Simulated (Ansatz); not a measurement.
`[OH][Ga]([F])[Br]` + H₂S → `[OH][Ga]([SH])[Br]` + H–F at 700 K and 1 bar (ligand exchange at a Ga–F bond).

Calculated with Ansatz (gas phase, PBE0-D4/def2-TZVP geometries, no zero-point term in ΔE). CCSD(T)/CBS adds triple-zeta CCSD(T) − MP2 to the extrapolated MP2 energy (def2 sets, frozen cores). This one scheme is used for every species. For Br, Ga outer-core shells are correlated without core-valence functions, which leaves a few kJ/mol of doubt a bond. Scalar relativity is left out up to krypton. Each species was taken in one conformer, which may not be the lowest.

```tsv
species	CCSD(T)/CBS energy (Eh)	H − E (kJ/mol)	S (J/(mol·K))
`[OH][Ga]([F])[Br]`	-4672.95707	97.3	410.7
H₂S	-398.97279	64.8	236.9
`[OH][Ga]([SH])[Br]`	-4971.54004	125.5	447.0
H–F	-100.39570	45.2	198.5
```

H − E and S are ideal-gas, rigid-rotor, harmonic terms from PBE0-D4/def2-TZVP, for one conformer and one mirror image of each species. 1 Eh = 2625.50 kJ/mol, R = 8.31446 J/(mol·K).

By hand: ΔE, ΔH, ΔS and ΔG.

ΔE = (-4971.54004) + (-100.39570) − (-4672.95707) − (-398.97279) = -0.00588 Eh = -15.4 kJ/mol. Δ(H − E) = 125.5 + 45.2 − 97.3 − 64.8 = 8.6, so ΔH = -6.8 kJ/mol. ΔS = 447.0 + 198.5 − 410.7 − 236.9 = -2.1 J/(mol·K). ΔG = -6.8 − 700 × (-2.1)/1000 = -5.3 kJ/mol.

By hand: the equilibrium constant, and the temperature at which ΔG would vanish if ΔH and ΔS stayed fixed.

log₁₀ K = −ΔG/(RT ln 10) = 0.4. ΔG = 0 at ΔH/ΔS = 3238 K, far beyond where these terms or the molecules hold.

The number of gas molecules stays the same, so ΔS is small and ΔH decides. The sign of ΔG lies within the doubt. A doubt of 5 kJ/mol in ΔE shifts log₁₀ K by 0.4 here. Other conformers and mirror images would add mixing entropy, several J/(mol·K) or more a flexible species. These are equilibria of isolated gas molecules and say nothing of rates. Largest T1 diagnostic: 0.012 (customary marks: 0.02 for closed shells, 0.045 for open ones).
